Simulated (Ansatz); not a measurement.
`[CH3][SnH2][Zn][F]` + CH₃SH → `C[S][Zn][F]` + `[CH3][SnH3]` at 600 K and 1 bar (cleavage of the Zn–Sn bond).

Isolated molecules relaxed with PBE0-D4/def2-TZVP in Ansatz; ΔE leaves out vibrations. CCSD(T)/CBS is the MP2 limit (def2-TZVPP, def2-QZVPP) plus CCSD(T) − MP2 in def2-TZVPP, frozen cores. This one scheme is used for every species. Elements past krypton have def2 core potentials. For Sn, Zn outer-core shells are correlated without core-valence functions, which leaves a few kJ/mol of doubt a bond. Scalar relativity is left out up to krypton. Each species was taken in one conformer, which may not be the lowest.

```json
{"species": "`[CH3][SnH2][Zn][F]`", "CCSD(T)/CBS energy (Eh)": "-2133.30421", "H − E (kJ/mol)": "198.5", "S (J/(mol·K))": "469.0"}
{"species": "CH₃SH", "CCSD(T)/CBS energy (Eh)": "-438.22835", "H − E (kJ/mol)": "152.3", "S (J/(mol·K))": "296.8"}
{"species": "`C[S][Zn][F]`", "CCSD(T)/CBS energy (Eh)": "-2315.86770", "H − E (kJ/mol)": "155.5", "S (J/(mol·K))": "404.0"}
{"species": "`[CH3][SnH3]`", "CCSD(T)/CBS energy (Eh)": "-255.66383", "H − E (kJ/mol)": "191.1", "S (J/(mol·K))": "350.4"}
```

H − E and S are ideal-gas, rigid-rotor, harmonic terms from PBE0-D4/def2-TZVP, for one conformer and one mirror image of each species. 1 Eh = 2625.50 kJ/mol, R = 8.31446 J/(mol·K).

Question: By hand: ΔE, ΔH, ΔS and ΔG.

Answer: ΔE = (-2315.86770) + (-255.66383) − (-2133.30421) − (-438.22835) = 0.00103 Eh = 2.7 kJ/mol. Δ(H − E) = 155.5 + 191.1 − 198.5 − 152.3 = -4.2, so ΔH = -1.5 kJ/mol. ΔS = 404.0 + 350.4 − 469.0 − 296.8 = -11.4 J/(mol·K). ΔG = -1.5 − 600 × (-11.4)/1000 = 5.3 kJ/mol.

Question: By hand: the equilibrium constant, and the temperature at which ΔG would vanish if ΔH and ΔS stayed fixed.

Answer: log₁₀ K = −ΔG/(RT ln 10) = -0.5. ΔG = 0 at ΔH/ΔS = 132 K, though so small a ΔH makes that figure unsure.

TΔS isn't small against ΔH here. The sign of ΔG lies within the doubt. A doubt of 5 kJ/mol in ΔE shifts log₁₀ K by 0.4 here. Other conformers and mirror images would add mixing entropy, several J/(mol·K) or more a flexible species. These are equilibria of isolated gas molecules and say nothing of rates. Largest T1 diagnostic: 0.015 (customary marks: 0.02 for closed shells, 0.045 for open ones).
